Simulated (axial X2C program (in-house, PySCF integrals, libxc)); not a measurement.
## Spin–orbit effects down a group: molecules with B (ions), PBE0

Calculated with an in-house all-electron X2C program for linear molecules (integrals from PySCF), spin-free (one-electron X2C) or two-component (2c: spin–orbit coupling with atomic mean-field Coulomb and Gaunt terms, which also bring small scalar terms), in Dyall basis sets with cores contracted in-house; open shells are unrestricted.

Basis sets: Al dyall-av3z, B dyall-av3z, Ga dyall-acv3z, In dyall-acv3z.

| molecule | spin-free state | Re (Å) | ωe (cm⁻¹) | De (eV) | 2c state | Re 2c (Å) | ωe 2c (cm⁻¹) | De 2c (eV) |
| --- | --- | --- | --- | --- | --- | --- | --- | --- |
| AlB⁻ | M_S = 3/2, Λ = 0 | 2.074 | 596.2 | 3.28 | Ω = 3/2 | 2.074 | 596.2 | 3.28 |
| GaB⁻ | M_S = 3/2, Λ = 0 | 2.062 | 528.9 | n/a | Ω = 3/2 | 2.062 | 528.6 | n/a |
| InB⁻ | M_S = 3/2, Λ = 0 | 2.254 | 464.3 | 2.80 | Ω = 3/2 | 2.253 | 463.5 | n/a |

Fragments in 2c: Al- + B, Ga + B-, In + B-. Each entry is the lowest single determinant of a limited PBE0 search at one distance. De goes to single-determinant-based atoms at the same level (for ions the charge split of lowest energy) and is withheld (n/a) where an atom does not fit its ground term or J level. Main or longest-lived isotopes. One determinant is a doubtful description, or other states lie close, for AlB⁻, GaB⁻, InB⁻; these need not be ground states, and all values refer to the states named. With several unpaired electrons the Ω given is that of one determinant, not necessarily of the lowest component. Some light 2c atoms are not at their ground J level, so De misses part of their lowering (0.04 eV or less). The functionals have no current term, which raises determinants with orbital currents.
